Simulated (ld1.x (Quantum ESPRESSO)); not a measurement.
## What one change does to a pseudopotential (Si (Z = 14), TM)

ld1.x (Quantum ESPRESSO) 7.5 input, shortened:

```
&input
   title='Si', zed=14., rel=1, dft='REVPBE', iswitch=3,
   config='[Ne] 3s2 3p1.5'
 /
 &inputp
   pseudotype=2, tm=.true., lloc=0,
   nlcc=.false.
 /
2
3P  2  1   1.50   0.00  2.20  2.20  0.0
3S  1  0   2.00   0.00  1.90  1.90  0.0
 &test
   configts(1)='3s2 3p1.5'
 /
```

Change: local potential all-electron potential smoothed inside 2.00 bohr (lloc = -1).

Cutoffs: the cutoffs (Ry, on a coarse ladder) from which the occupation-weighted sum of valence levels, in a spherical-Bessel basis at the reference potential, stays within 10 and 1 mRy of its value at 400 Ry; they do not see the model core or the augmentation charge, which bear on the density cutoff. Errors are all-electron minus pseudo energies relative to the spin-unpolarised reference configuration.

Question: What does the change do?

Answer: The potential gets neither clearly harder nor softer (15 Ry and 35 Ry → 15 Ry and 35 Ry); of the 7 tests that both files solve, the error grows in 0 and shrinks in 2 by more than 15 % and 0.3 meV (median size 2.3 → 1.1 meV); neither file shows a bound ghost.

| quantity | base | changed |
| --- | --- | --- |
| cutoff, loose | 15 Ry | 15 Ry |
| cutoff, tight | 35 Ry | 35 Ry |
| bound ghosts | none | none |
| error for 3s2 3p2, meV [ΔE -2.91 eV] | +0.2 | +0.2 |
| error for 3s2 3p1, meV [ΔE 4.81 eV] | -0.3 | -0.1 |
| error for 3s2 3p0, meV [ΔE 20.78 eV] | -5.8 | -1.1 |
| error for 3s0 3p4, meV [ΔE 10.82 eV] | +5.8 | +5.7 |
| error for 3s1 3p0, meV [ΔE 54.65 eV] | -14 | -4.3 |
| error for 3s2 3p2.3, meV [ΔE -3.84 eV] | +0.4 | +0.4 |
| error for 3s1 3p3, meV [ΔE 3.89 eV] | +2.3 | +2.4 |
| s: phases at 2.41 bohr within 0.05 rad from the reference energy up to (Ry; the scan ends near 5) | 2.2 | 1.7 |
| p: phases at 2.41 bohr within 0.05 rad from the reference energy up to (Ry; the scan ends near 5) | 2.5 | 2.8 |
